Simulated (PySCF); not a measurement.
Molecule: WH$_{6}$ (charge 0, singlet). 
Structure (B3LYP-D3(BJ)/def2-TZVP (Ansatz) minimum search):
```
W
H 1 1.6678
H 1 1.6678 2 62.99
H 1 1.6678 2 62.99 3 71.80
H 1 1.7134 2 119.70 3 -38.66
H 1 1.7134 2 119.70 3 110.46
H 1 1.7134 2 67.71 3 -144.10
```
Charge 0, spin multiplicity 1.

Dispersion corrections to the total energy (kcal/mol) from the dftd3 and dftd4 libraries through PySCF: D3(BJ) without and D4 with the three-body term, each with the damping fitted for the functional named.

| functional | D3(BJ) | D4 |
|---|---|---|
| PBE0 | ? | -2.18 |
| CAM-B3LYP | -1.88 | -2.20 |
| B2PLYP | -2.11 | ? |
| PBE | -2.30 | -2.64 |
| BP86 | -3.92 | -3.45 |
| revPBE | ? | -8.34 |
| TPSS | -2.92 | -3.55 |

### Question
Complete the blanks.

### Answer

- PBE0, D3(BJ): -2.01
- B2PLYP, D4: -1.80
- revPBE, D3(BJ): -5.72
